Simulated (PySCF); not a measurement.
Compound: BFH3Sb.
Structure used (PBE0-D3(BJ)/def2-SVP), in Å, numbered top down from 1:
```xyz
6
BFH3Sb angstrom
F     -1.7126    1.0606    0.2498
B     -0.9930   -0.0195    0.0267
Sb     1.1138    0.1827   -0.7494
H     -1.5349   -1.0941    0.1800
H      1.4708    1.4760    0.3144
H      1.6716   -1.0029    0.3524
```

Computed, not measured: PBE0-D3(BJ)/def2-SVP geometry optimisation, gas phase, def2 core potentials past Kr (PySCF 2.14.0).

(1) Which atoms are bound to Sb3, and at what distances?

(2) List the angles at Sb3.

(3) What is the shape at Sb3?

(4) What are the other bond lengths?

(5) Give some angles away from the centre.

(6) What are the rotational constants (commonest isotopes, rigid rotor)?

Results:

(1) 3 atoms: H6 1.712 Å, H5 1.712 Å, B2 2.254 Å. The nearest atom not counted as bound is H4, at 3.08 Å.

(2) 
```tsv
angle	degrees	distance of the outer atoms (Å)
H5–Sb3–H6	93.2	2.49
B2–Sb3–H5	92.8	2.90
B2–Sb3–H6	91.2	2.86
```

(3) Pyramidal: angles 93.2°, 92.8° and 91.2°, sum 277.2°, 1.02 Å off the plane of its three neighbours.

(4) F1–B2 1.317 Å; B2–H4 1.213 Å.

(5) F1–B2–Sb3 119.7°.

(6) A = 34300, B = 2560, C = 2445 MHz: a near-prolate asymmetric top.

Charge 0, singlet. No PBE0-D3(BJ)/def2-SVP frequencies stand behind this structure, so it isn't proved a minimum.

One conformer stands for the species.
